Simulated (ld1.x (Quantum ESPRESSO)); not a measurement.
**Building the PAW potential for gold (Au) (LDA (PZ), fully relativistic).**

* Element: Au (Z = 79)
* Generator: ld1.x (Quantum ESPRESSO) 7.5
* Type: PAW
* Functional: LDA (PZ)
* Relativity: fully relativistic
* Frozen core: [Xe]
* Valence charge: 25
* Reference configuration: 4f14 5d10 6s0.75 6p0.25
* Partial waves: 6s (bound): rcut 1.50, rcutus 2.00 bohr; 6s channel at 1.05 Ry: rcut 1.50, rcutus 2.00 bohr; 6p (bound): rcut 2.55, rcutus 2.90 bohr; 6p channel at 4 Ry: rcut 2.55, rcutus 2.90 bohr; 5d (bound): rcut 1.05, rcutus 1.45 bohr; 5d channel at -0.2 Ry: rcut 1.05, rcutus 1.45 bohr; 4f (bound): rcut 0.45, rcutus 0.60 bohr; 4f channel at -5.75 Ry: rcut 0.45, rcutus 0.60 bohr
* Local potential: all-electron potential smoothed inside 2.60 bohr (lloc = -1)
* Core correction: a·sin(br)/r model core, default radius (core density twice the valence density)
* Augmentation charge: PSQ, inside the norm-conserving radii

Open shells are filled in proportion to 2j + 1 (rel_dist='average').

All-electron outer shells of the reference configuration (LDA (PZ), scalar-relativistic, ld1.x):

| shell | level (eV) | outermost node (bohr) | outermost maximum (bohr) |
| --- | --- | --- | --- |
| 5s | -109.37 | 0.48 | 0.84 |
| 4f | -82.17 | – | 0.37 |
| 5p | -60.65 | 0.52 | 0.96 |
| 5d | -7.69 | 0.56 | 1.21 |
| 6s | -6.53 | 1.11 | 2.29 |
| 6p | -1.26 | 1.32 | 3.47 |

Task: Does this generation succeed?

Result: No. ld1.x (Quantum ESPRESSO) 7.5 stopped with "compute_chi: chi too large beyond r_c": the function χ = (ε − T − V_loc)φ does not vanish beyond the cutoff radius.
